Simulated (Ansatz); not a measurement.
C$_{2}$H$_{4}$Cl (SMILES [CH2]CCl), doublet, geometry from GFN2-xTB. Base run: Ansatz (an electronic-structure program) with R2SCAN/def2-SVP.

Ansatz was given this input:
Ansatz 0.2 input:
```yaml
crystal:
  periodic: [false, false, false]
  atoms:
    - {symbol: C, position_ang: [0.18280234, 0.89727093, -0.01314254]}
    - {symbol: C, position_ang: [1.56614457, 0.54964169, -0.02607444]}
    - {symbol: Cl, position_ang: [-0.84113747, -0.71148995, 0.01905025]}
    - {symbol: H, position_ang: [-0.15549474, 1.39958190, 0.88815355]}
    - {symbol: H, position_ang: [-0.17787732, 1.37769136, -0.91768786]}
    - {symbol: H, position_ang: [2.08091596, 0.32944165, 0.89042765]}
    - {symbol: H, position_ang: [2.05811157, 0.30713857, -0.94944568]}
basis:
  gaussian:
    orbitals: def2-SVP
hamiltonian:
  xc: r2scan
magnetization: {spin_polarized: true, initial_magnetization: 1}
```

Variants of this job, named by their change:

```
change                                                            ΔE vs base (mEh)
----------------------------------------------------------------  ----------------
base                                                                         0.000
nuclear_model = gaussian                                                     0.411
lower_state_search = off                                                     0.000
lower_state_search = full                                                    0.000
final_grid = 10, 20, 41                                                      0.051
forces = on                                                                  0.000
point_charge = charge:0.5 position_ang:3.1967, 1.2004, 4.2569                2.002
final_grid = 14, 28, 59                                                      0.006
lower_state_search = light                                                   0.000
point_charge = charge:-1.0 position_ang:0.971, -4.2063, -1.383               5.442
point_charge = charge:1.0 position_ang:-2.1564, -1.1247, -3.7616            -8.731
```
